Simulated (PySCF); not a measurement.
**Spinor energies of Nb²³⁺ (niobium, charge +23)**

Start: [Ar]. Calculated with PySCF 2.14 in an uncontracted even-tempered set (19 s from 0.98 bohr⁻², ratio 2.6; 14 p from 1.3 bohr⁻², ratio 2.6; 6 d from 1.3 bohr⁻², ratio 2.8; 3 f from 27 bohr⁻², ratio 2.8): generalised Hartree-Fock with the X2C-1e Hamiltonian and a Gaussian nucleus; spin-orbit coupling (SO) screened by Boettger's factors.

```tsv
spinor shell	electrons	ε, screened SO (eV)	weight of nominal j (screened SO)	rms radius, screened SO (bohr)
1s1/2	2	-20067.3	1.000	0.0415
2s1/2	2	-3708.7	1.000	0.169
2p1/2	2	-3479.6	1.000	0.147
2p3/2	4	-3381.1	1.000	0.151
3s1/2	2	-1288.0	1.000	0.425
3p1/2	2	-1198.4	1.000	0.415
```

Task: Where does 3p3/2 lie, and what is the 3p spin-orbit splitting (screened SO)?

Result: At -1177.0 eV, 21.359 eV above 3p1/2.

| quantity | screened SO |
| --- | --- |
| E (hartree) | -3492.43449 |
| M_J | 0 |
| ⟨J²⟩ | 0.000 |
| ⟨L²⟩ | 0.004 |
| ⟨S²⟩ | 0.004 |

Breit and QED terms are absent; they matter most for the inner s and p1/2 levels.

Densities and radii are taken from the X2C orbitals without a picture-change correction, which distorts them close to the nucleus.
